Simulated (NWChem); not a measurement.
# CBrClF$_{2}$; SMILES C(Br)(F)(F)Cl

Computed with NWChem. All runs use the structure optimised with B3LYP/6-31G* (spherical d). Level MN15/def2-SVP: energy and gradient on several grids; changes count from the extra-fine grid, which is no exact limit either.

| grid | size of the energy change (μHa) | largest change of a gradient component (μHa/bohr) |
|---|---|---|
| xcoarse | 50000 | 1000 |
| coarse | 90 | 100 |
| medium | < 10 | 100 |
| fine | < 10 | 50 |
| xfine | < 10 | < 30 |
